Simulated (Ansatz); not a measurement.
`CC1(O)C[SiH2]1` → `[CH2]` (triplet) + `OC1C[SiH2]1`  (formal loss of a carbene)

Isolated molecules relaxed with PBE0-D4/def2-TZVP in Ansatz; ΔE leaves out vibrations. CCSD(T)/CBS adds triple-zeta CCSD(T) − MP2 to the extrapolated MP2 energy (def2 sets, frozen cores). This one scheme is used for every species. Functionals use def2-TZVPP. Triplets are unrestricted, without spin–orbit coupling. Each species was taken in one conformer, which may not be the lowest.

CCSD(T)/CBS gives +4.70 eV.

(1) Another level gave +4.44 eV. Which?
A. BLYP/def2-TZVPP
B. CAM-B3LYP/def2-TZVPP
C. RPA@PBE/def2-TZVPP
D. BHLYP/def2-TZVPP

Largest T1 diagnostic among the species: 0.012.

Results:

(1) A. BLYP 4.44, RPA@PBE/def2-TZVPP 4.51, BHLYP 4.38, CAM-B3LYP 4.58 eV.

The D4 term adds +0.14 eV with B3LYP and +0.07 eV with PBE0; it sums over pairs of atoms, weighted by their polarisabilities, and B3LYP, whose exchange is more repulsive, gets the larger term. From BLYP to BHLYP (50 % exact exchange), in def2-TZVPP and without D4, ΔE moves by −0.06 eV. At CCSD(T), def2-SVP lies −0.12 eV from the extrapolated value and def2-TZVPP −0.12 eV.

B3LYP here is the variant with VWN-RPA as its local correlation; programs differ in this.
